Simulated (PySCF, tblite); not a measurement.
Potential energy surface of Si3, singlet: symmetric bend, bond length relaxed. Scanned: Si-Si-Si angle. Other coordinates (Si-Si bond length) were minimised at B3LYP/def2-TZVP. Each profile is relative to its own lowest point.

```tsv
a / °	A	B	C
180	0.06	20.05	15.24
170	0.00	19.92	15.11
160	0.08	19.50	14.72
150	0.88	18.73	14.00
140	2.81	17.51	12.90
130	5.71	15.73	11.33
120	8.99	13.27	9.24
110	12.02	10.08	6.60
100	14.62	6.30	3.64
90	17.03	2.51	1.01
80	20.06	0.00	0.00
```

Energies in kcal/mol.

Task: Match the curves with the methods CCSD on RHF/cc-pVTZ, 15 core orbitals frozen (PySCF); GFN2-xTB, 300 K electronic temperature run with tblite; PBE/cc-pVTZ (PySCF).

Result: A is GFN2-xTB; B is CCSD; C is PBE.
